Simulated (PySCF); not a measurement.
Polarisability and C₆ of Te⁺ (tellurium, charge +1)

[Kr] 4d10 5s2 5p3, high-spin 4S determinant. Computed with PySCF 2.14 in aug-cc-pwCVQZ-PP with ECP28MDF (10s10p8d6f4g1h, 169 functions), with scalar relativity through the core potential. Coupled (time-dependent) response in atomic units; α is the mean over directions.

```csv
method,mean α (bohr³),C₆ (like pair),S(−4)
UHF,22.36,191.1,104.7
```

S(−4) is the Cauchy moment in α(ω) = α(0) + S(−4) ω² + …

α(iu) at UHF:

| u (hartree) | α(iu) (bohr³) |
| --- | --- |
| 0 | 22.36 |
| 0.0500 | 22.10 |
| 0.100 | 21.37 |
| 0.200 | 18.91 |
| 0.300 | 15.98 |
| 0.500 | 10.97 |
| 0.750 | 7.133 |
| 1.00 | 5.021 |
| 1.50 | 2.986 |
| 2.00 | 2.057 |
| 3.00 | 1.198 |
| 5.00 | 0.5659 |

For an ion, C₆ is the dispersion term alone; charge-induced terms of lower order in 1/R come first.

Energies and moments cover only the electrons outside the core potential.
